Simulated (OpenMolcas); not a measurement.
Mn4+ (d3) in a complex was computed by SS-CASPT2, IPEA 0.25 Eh, imaginary shift 0.1 Eh with the d shell active (OpenMolcas, ANO-RCC-VTZP on the metal). Its lowest spin-free states, and all those of the highest spin:

| 2S+1 | Degeneracy | E (cm-1) |
| --- | --- | --- |
| 4 | 3 | 0 |
| 2 | 2 | 210 |
| 2 | 3 | 4930 |
| 2 | 3 | 6800 |
| 2 | 3 | 8870 |
| 4 | 3 | 11860 |
| 2 | 1 | 12640 |
| 2 | 3 | 15960 |
| 2 | 2 | 16580 |
| 2 | 3 | 17220 |
| 4 | 3 | 18650 |
| 2 | 3 | 21160 |
| 4 | 1 | 29260 |

Is the site octahedral, tetrahedral or cube-like, axial, or of lower symmetry?

The states with 2S+1 = 4 have orbital degeneracies 3, 3, 3, 1. Threefold states need a cubic site. For d3 at this spin an octahedron puts the single A2 below the threefold T2 and a tetrahedron or cube puts the threefold T1 below the threefold T2, so the site is a tetrahedron or a cube, which this pattern cannot tell apart. The run had Mn4+ with 4 ligands (chloride) in tetrahedral coordination (Td) at 2.15 Å. Ligand basis ANO-RCC-VDZP.

Roots that are degenerate in the reference are averaged as groups; the widest CASPT2 spread within a group is 1200 cm-1 (the 3-fold group of multiplicity 4 near 11900 cm-1 above the lowest state of its run). Shifts and gaps below about the spread of the groups concerned are not significant. Over all roots computed the reference weight is 0.60 to 0.64; a low but even weight reflects the number of correlated electrons. An orbital triplet at a regular site is open to Jahn-Teller coupling, which can distort the site and quench the lowest spin-orbit gaps and is left out. This shell can be high or low spin here, a state of another spin lies low, and with metal d orbitals alone active their balance is uncertain, so the ground spin may be wrong. The least metal-like active orbital is 76 % on the metal (Löwdin) and no ligand orbital is active, so the numbers are rough. Ligand-to-metal charge-transfer states are missing. With no ligand orbital active B as a rule stays too high, so bands that hang on it stand too high and its fall with covalency is understated. With one d shell and no ligand orbital active, 10Dq can be off by a tenth or more. No measured value stands beside these numbers; the geometry is a model, was not optimised and need not be the one that this ion takes.
